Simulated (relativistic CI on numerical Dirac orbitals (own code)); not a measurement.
## What each ingredient does to the levels of Pt⁶¹⁺

Base calculation: Dirac-Coulomb-Breit CI, orbitals from a KLI potential per configuration, model QED (radiative potential, 1s self-energy scaled to tabulated hydrogen-like ionisation energies), unscaled Slater integrals.

CI space (outside the closed core [Ne]): 3s2 3p5, 3s2 3p4 3d, 3s 3p6, 3s 3p5 3d, 3s 3p4 3d2, 3p6 3d, 3s2 3p3 3d 4p, 3s2 3p4 4s, 3s 3p4 3d 4s, 3p6 4s, 3p6 4p, 3s2 3p4 4p, 3s2 3p4 4d, 3s 3p5 4s, 3s2 3p4 4f, 3p5 3d 4p, 3s 3p5 4p, 3s 3p5 4d, 3s 3p5 4f, 3s2 3p4 5s, 3s2 3p4 5p, 3s2 3p3 4s 4p, 3s2 3p4 5d, 3s2 3p4 5f, 3s2 3p4 5g, 3s 3p4 4s2, 3s 3p5 5s, 3s 3p5 5p, 3s2 3p3 3d2, 3s2 3p2 3d3, 3s 3p3 3d3, 3s2 3p2 3d2 4s, 3s2 3p2 3d2 4p, 3s2 3p2 3d2 4d, 3p5 3d2, 3p4 3d3, 3p4 3d2 4s, 3p4 3d2 4p, 3p4 3d2 4d, 3s2 3p3 3d 4s, 3s 3p3 3d2 4s, 3s2 3p2 3d 4s2, 3s2 3p2 3d 4s 4p, 3s2 3p2 3d 4s 4d, 3p5 3d 4s, 3p4 3d 4s2, 3p4 3d 4s 4p, 3p4 3d 4s 4d, 3s2 3p3 4s2, 3s 3p3 3d 4s2, 3s2 3p2 4s2 4p, 3s2 3p2 4s2 4d, 3s2 3p3 4p2, 3s2 3p2 3d 4p2, 3s 3p3 3d 4p2, 3s2 3p2 4s 4p2, 3s2 3p2 4p3, 3s2 3p2 4p2 4d. Double excitations out of closed p, d and f shells are left out; levels of such configurations are missing from the list, as are those of other unlisted configurations, and high levels can miss mixing partners. These lack a partner that the ground configuration has and come out too high: 3s2 3p4 4f, 3s 3p5 4p, 3s 3p5 4d, 3s 3p5 4f, 3s2 3p4 5s.

Variants: (1) valence Slater integrals scaled by 0.9; (2) QED terms removed; (3) one mean potential for all configurations. Shifts of the energy above 3s2 3p5 2P°_3/2, in eV, for the lowest level and the first level of each name with at least 55 % of one term (blank where a level changes its place among those of its configuration and J or its character, or is not in the variant):

```
            Level     Base    Δ(1)    Δ(2)    Δ(3)
  3s2 3p5 2P°_3/2    0.000   0.000   0.000   0.000
3s2 3p4 3d 2D_3/2  284.264  -1.517  +1.095  -0.181
3s2 3p4 3d 4F_9/2  357.741  +0.707  +0.835  -0.185
3s2 3p4 3d 2P_1/2  365.869  +0.352  +0.876  -0.182
  3s2 3p5 2P°_1/2  448.867  +0.340  -0.384  +0.010
    3s 3p6 2S_1/2  659.012  +3.557  +3.870  +0.052
3s2 3p4 3d 4D_1/2  689.273  +2.820  +0.837  -0.169
3s2 3p4 3d 2G_7/2  710.273  +0.471  +0.702  -0.180
3s2 3p4 3d 2G_9/2  810.379  +0.449  +0.451  -0.183
3s 3p5 3d 4P°_1/2  891.298  +5.783  +5.586  +0.023
```

At this charge energies of transitions that change n are usually good to better than 1 %, and those within a shell (Δn = 0) to a few per cent.

Ionisation energy from the two ground configurations alone: base 6645.38 eV. The NIST ASD value (theoretical) is 6646 eV.

LS names give the leading component of a level, which can be under half, so a name can repeat, a term be missing and a line seem to break the LS rules.
